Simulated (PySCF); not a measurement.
Compound: C₄H₁₀Si.
Geometry (PBE0-D3(BJ)/def2-SVP, Å), atoms numbered from 1 in this order:
```xyz
15
C4H10Si angstrom
C      2.359   -1.063   -0.425
C      2.072    0.239   -0.543
Si     0.343    0.953   -0.434
C     -0.927   -0.381   -0.031
C     -2.361    0.133    0.072
H      3.385   -1.443   -0.486
H      1.581   -1.817   -0.260
H      2.910    0.932   -0.702
H      0.320    2.020    0.619
H     -0.013    1.622   -1.729
H     -0.855   -1.162   -0.808
H     -0.620   -0.862    0.914
H     -3.068   -0.676    0.311
H     -2.695    0.592   -0.872
H     -2.461    0.899    0.858
```

Theory: PBE0-D3(BJ)/def2-SVP geometry optimisation, gas phase (PySCF).

Masses are those of the commonest isotopes; rigid-rotor values at the optimised geometry. The values belong to one conformer with, in the numbering `[CH2:1]=[CH:2][SiH2:3][CH2:4][CH3:5]`, C1–C2–Si3–C4 4°, C2–Si3–C4–C5 180°.

Problem. What are A, B and C (MHz)?

Solution. Ia = 60.71, Ib = 252.34, Ic = 300.87 u·Å²; 505379 MHz·u·Å²/I gives A = 8324, B = 2003, C = 1680 MHz.

Problem. What kind of rotor is it?

Solution. A near-prolate asymmetric top; Ray's κ = -0.903.

Problem. Is it planar, by Δ = Ic − Ia − Ib?

Solution. Not planar: Δ = Ic − Ia − Ib = -12.18 u·Å². For a rigid frame Δ = −2 Σ m c², so Σ m c² = 6.09 u·Å² lies off the ab plane: 6.08 from hydrogen and 0.01 from heavier atoms. The atom farthest from that plane is 1.23 Å away.

Problem. Where do the levels up to J = 4 lie, in K?

Solution. Above 0(0,0), as E/k:
J = 1: 1(0,1) 0.177, 1(1,1) 0.480, 1(1,0) 0.496
J = 2: 2(0,2) 0.530, 2(1,2) 0.818, 2(1,1) 0.865, 2(2,1) 1.775, 2(2,0) 1.775
J = 3: 3(0,3) 1.058, 3(1,3) 1.325, 3(1,2) 1.418, 3(2,2) 2.305, 3(2,1) 2.308, 3(3,1) 3.861, 3(3,0) 3.861
J = 4: 4(0,4) 1.759, 4(1,4) 1.999, 4(1,3) 2.154, 4(2,3) 3.011, 4(2,2) 3.020, 4(3,2) 4.569, 4(3,1) 4.569, 4(4,1) 6.746, 4(4,0) 6.746

Problem. Which types of transition are allowed, and where do some lines up to J = 2 fall?

Solution. The dipole components are |μa| = 0.09 D, |μb| = 0.84 D, |μc| = 0.02 D. The squared components, which scale the intensities, stand as 0.01 : 1.00 : 0.00 (a : b : c). Some of the stronger lines:

```json
{"type": "b", "branch": "R", "J(Ka,Kc)": "2(0,2) ← 1(1,1)", "MHz": "1031", "lower level (cm⁻¹)": "0.334"}
{"type": "b", "branch": "Q", "J(Ka,Kc)": "1(1,0) ← 1(0,1)", "MHz": "6645", "lower level (cm⁻¹)": "0.123"}
{"type": "b", "branch": "Q", "J(Ka,Kc)": "2(1,1) ← 2(0,2)", "MHz": "6980", "lower level (cm⁻¹)": "0.368"}
{"type": "b", "branch": "R", "J(Ka,Kc)": "1(1,1) ← 0(0,0)", "MHz": "10004", "lower level (cm⁻¹)": "0.000"}
{"type": "b", "branch": "R", "J(Ka,Kc)": "2(1,2) ← 1(0,1)", "MHz": "13364", "lower level (cm⁻¹)": "0.123"}
{"type": "b", "branch": "Q", "J(Ka,Kc)": "2(2,0) ← 2(1,1)", "MHz": "18977", "lower level (cm⁻¹)": "0.601"}
{"type": "b", "branch": "Q", "J(Ka,Kc)": "2(2,1) ← 2(1,2)", "MHz": "19934", "lower level (cm⁻¹)": "0.569"}
{"type": "b", "branch": "R", "J(Ka,Kc)": "2(2,1) ← 1(1,0)", "MHz": "26653", "lower level (cm⁻¹)": "0.344"}
{"type": "b", "branch": "R", "J(Ka,Kc)": "2(2,0) ← 1(1,1)", "MHz": "26988", "lower level (cm⁻¹)": "0.334"}
```

No frequency check. No vibrational averaging or centrifugal distortion is included, and the geometry carries the error of its method. A rigid rotor knows nothing of internal rotation, which can split or shift real lines.

Run on one thread, Arm Neoverse V1 (aarch64), no GPU (shared host). These figures are those of the optimisation.
